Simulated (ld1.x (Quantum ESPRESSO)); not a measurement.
## How hard is this silicon PAW potential?

ld1.x (Quantum ESPRESSO) 7.5 input, shortened:

```
&input
   title='Si', zed=14., rel=1, dft='PBE', iswitch=3,
   config='[Ne] 3s1.75 3p2.25'
 /
 &inputp
   pseudotype=3, lpaw=.true., tm=.true., lloc=-2, rcloc=1.60,
   nlcc=.false.,
   which_augfun='PSQ', rmatch_augfun=1.20
 /
4
3S  1  0   1.75   0.00  1.65  2.05  0.0
3S  1  0   0.00  -0.40  1.65  2.05  0.0
3P  2  1   2.25   0.00  1.65  2.15  0.0
3P  2  1   0.00   1.45  1.65  2.15  0.0
 &test
   configts(1)='3s1.75 3p2.25'
 /
```

The pseudo-atom Hamiltonian at the reference potential is diagonalised in spherical Bessel functions j_l(qr) that vanish at 20 bohr, with q² up to the cutoff. All-electron valence levels (Ry): 3s -0.8091, 3p -0.3112.

**Question.** How do the lowest levels (Ry) of each channel move with the cutoff, and are there ghosts?

**Answer.**

```json
{"cutoff (Ry)": "8", "s #1": "-0.8090", "p #1": "-0.3077", "d #1": "0.0549", "d #2": "0.1326", "f #1": "0.1095", "Σ f·Δε (mRy)": "8.4"}
{"cutoff (Ry)": "10", "s #1": "-0.8091", "p #1": "-0.3098", "d #1": "0.0548", "d #2": "0.1325", "f #1": "0.1095", "Σ f·Δε (mRy)": "3.5"}
{"cutoff (Ry)": "12", "s #1": "-0.8091", "p #1": "-0.3107", "d #1": "0.0548", "d #2": "0.1324", "f #1": "0.1095", "Σ f·Δε (mRy)": "1.5"}
{"cutoff (Ry)": "15", "s #1": "-0.8091", "p #1": "-0.3112", "d #1": "0.0548", "d #2": "0.1323", "f #1": "0.1095", "Σ f·Δε (mRy)": "0.4"}
{"cutoff (Ry)": "18", "s #1": "-0.8092", "p #1": "-0.3112", "d #1": "0.0548", "d #2": "0.1323", "f #1": "0.1095", "Σ f·Δε (mRy)": "0.2"}
{"cutoff (Ry)": "21", "s #1": "-0.8092", "p #1": "-0.3113", "d #1": "0.0548", "d #2": "0.1323", "f #1": "0.1095", "Σ f·Δε (mRy)": "0.1"}
{"cutoff (Ry)": "400", "s #1": "-0.8092", "p #1": "-0.3113", "d #1": "0.0548", "d #2": "0.1323", "f #1": "0.1095", "Σ f·Δε (mRy)": "0.0"}
```

Result: no extra level below or beside the all-electron valence levels (s, p, d, f tested); 10 mRy is reached at 8 Ry and 1 mRy at 15 Ry.
